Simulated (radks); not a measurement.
Values are calculated unless marked as measured or tabulated.
Q: Species: Fe III. Configuration: [Ar] 3d5.5 4d0.5 (fractional occupations, a model configuration). Level of theory: scalar-relativistic Kohn-Sham, BLYP, spin-polarised, spherical densities, finite nucleus; open shells are filled with parallel spins first; Fermi nuclear charge, rms radius 3.7377 fm (a radial shooting solver on a logarithmic mesh with Libxc functionals). Some entries of the table are withheld. Estimate them.

orbital,occ.,eigenvalue (eV),<r^2> (bohr^2)
1s down,1,-7024.778,0.004595
1s up,1,-7024.771,0.004595
2s up,1,-844.1992,0.08432
2s down,1,-841.9783,0.08401
2p up,3,-722.9135,0.06832
2p down,3,-721.2214,0.06800
3s up,1,-119.4287,0.7513
3s down,1,-114.3396,0.7597
3p up,3,-85.4022,0.8503
3p down,3,-80.4552,0.8674
3d up,5,-32.1379,1.333
3d down,0.5,-27.6947,1.513
4s up,0,-23.1874,(1)
4s down,0,-22.1052,(2)
4p up,0,(3),9.231
4p down,0,(4),9.469
4d up,0.5,(5),20.87

A: 
(1) 4s up <r^2> (bohr^2): 6.514
(2) 4s down <r^2> (bohr^2): 6.808
(3) 4p up eigenvalue (eV): -16.7841
(4) 4p down eigenvalue (eV): -15.9640
(5) 4d up eigenvalue (eV): -9.0282
